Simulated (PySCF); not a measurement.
# Ionisation energy of Yb(2+) by level of theory

Yb(2+) [Xe] 4f14 (1S) → Yb(3+) [Xe] 4f13 (2F), as a difference of total energies. All numbers are calculated (PySCF 2.14, scalar relativity by spin-free X2C-1e, in ANO-RCC-VTZP (8s7p5d3f2g1h, 104 functions)). Correlated levels: valence: [Kr] 4d10 frozen; valence and next inner shell: [Ar] 3d10 frozen. The calculations carry no spin-orbit coupling.

```json
{"method": "UHF", "ionisation energy (eV)": "20.980"}
{"method": "LDA", "ionisation energy (eV)": "27.417"}
{"method": "PBE", "ionisation energy (eV)": "26.777"}
{"method": "PBE0", "ionisation energy (eV)": "25.659"}
{"method": "MP2 (valence)", "ionisation energy (eV)": "27.377"}
{"method": "MP2 (valence and next inner shell)", "ionisation energy (eV)": "28.133"}
{"method": "SCS-MP2 (valence and next inner shell)", "ionisation energy (eV)": "27.046"}
```

Question: Estimate what r2SCAN gives.

Answer: 25.818 eV, closest to PBE0 among the rows shown.

Question: Estimate what SCS-MP2 (valence) gives.

Answer: 26.443 eV, closest to PBE among the rows shown.

A first-order spin-orbit estimate (lowest level to lowest level, LS coupling) adds -0.601 eV.

Errors of the correlated levels include the incompleteness of this basis and the frozen core.

For comparison: 25.053 ± 0.025 eV (semi-empirical (NIST evaluation); NIST Atomic Spectra Database, ionization energies).
